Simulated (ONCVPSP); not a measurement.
## Building the ONCV potential for Er (PBEsol, scalar-relativistic).

ONCVPSP 4.0.1 input, shortened (lines: element, Z, core and valence counts, functional; n l f; lmax; l rc ep ncon nbas qcut; lloc lpopt rc5 dvloc0; l nproj debl; icmod fcfact rcfact), PBEsol, scalar-relativistic:

```
  Er 68.00    9    4  -116133      upf
    1    0    2.00
    2    0    2.00
    2    1    6.00
    3    0    2.00
    3    1    6.00
    3    2   10.00
    4    0    2.00
    4    1    6.00
    4    2   10.00
    4    3   12.00
    5    0    2.00
    5    1    6.00
    6    0    2.00
    3
    0    2.10    0.00    3    7    5.30
    1    1.95    0.00    3    8    8.10
    2    1.65    0.10    4    7    5.20
    3    1.30    0.00    4    8   11.40
    4    1    1.20    4.00
    0    2    3.60
    1    2    3.10
    2    1    0.70
    3    2    3.00
    1    0.45    0.00
```

In the d channel the program set the typed energies aside and used 0.050 Ha.

- Cutoffs needed: 71 Ha and 166 Ha (the cutoffs (Ha) at which the residual kinetic energy of the hardest occupied pseudo-wave falls to 1 and 0.1 mHa per electron)
- Ghost test: no bound ghost flagged; no localised positive-energy state flagged
- Configuration tests: tests left out (the all-electron energies of this program are off by 10 to 40 meV for near-neutral 4f atoms)
- rms error of d²Exc/dni dnj: 5.27 mHa without and 2.42 mHa with the model core
